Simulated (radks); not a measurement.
Values are calculated unless marked as measured or tabulated.
All-electron atom: Pt+ in [Xe] 4f14 5d9. Code: a radial shooting solver on a logarithmic mesh with Libxc functionals. Model: scalar-relativistic Kohn-Sham, PBE, spin-polarised, spherical densities, point nucleus; open shells are filled with parallel spins first (spin-orbit coupling, left out, can overturn this in heavy ions). Some entries of the table are withheld. Estimate them.

| orbital | occ. | eigenvalue (eV) | <1/r> (bohr^-1) | <r> (bohr) |
|---|---|---|---|---|
| 1s down | 1 | -78447.49 | 94.02 | 0.01714 |
| 1s up | 1 | -78447.49 | 94.02 | 0.01714 |
| 2s up | 1 | -13787.63 | 22.03 | 0.07234 |
| 2s down | 1 | -13787.56 | 22.03 | 0.07234 |
| 2p up | 3 | -11948.22 | 19.66 | 0.06523 |
| 2p down | 3 | -11948.17 | 19.66 | 0.06523 |
| 3s up | 1 | -3244.871 | 8.165 | 0.1871 |
| 3s down | 1 | -3244.848 | 8.165 | 0.1871 |
| 3p up | 3 | -2709.321 | 7.465 | 0.1882 |
| 3p down | 3 | -2709.295 | 7.465 | 0.1882 |
| 3d up | 5 | -2129.146 | 7.031 | 0.1704 |
| 3d down | 5 | -2129.101 | 7.031 | 0.1704 |
| 4s up | 1 | -703.7322 | 3.493 | 0.4150 |
| 4s down | 1 | -703.6713 | 3.493 | 0.4150 |
| 4p up | 3 | -528.1387 | 3.157 | 0.4419 |
| 4p down | 3 | -528.0826 | 3.157 | 0.4419 |
| 4d up | 5 | -315.0385 | 2.826 | 0.4682 |
| 4d down | 5 | -314.9736 | 2.826 | 0.4682 |
| 5s up | 1 | -110.2605 | 1.416 | 0.9535 |
| 5s down | 1 | -109.8162 | 1.418 | 0.9524 |
| 4f up | 7 | (1) | 2.389 | (2) |
| 4f down | 7 | (3) | 2.390 | (4) |
| 5p up | 3 | -64.5685 | 1.197 | (5) |
| 5p down | 3 | -64.0101 | 1.199 | (6) |
| 5d up | 5 | -14.5980 | 0.8037 | 1.641 |
| 5d down | 4 | -13.9805 | 0.8011 | 1.651 |

Answer. 
(1) 4f up eigenvalue (eV): -78.3013
(2) 4f up <r> (bohr): 0.5164
(3) 4f down eigenvalue (eV): -78.2029
(4) 4f down <r> (bohr): 0.5160
(5) 5p up <r> (bohr): 1.106
(6) 5p down <r> (bohr): 1.105
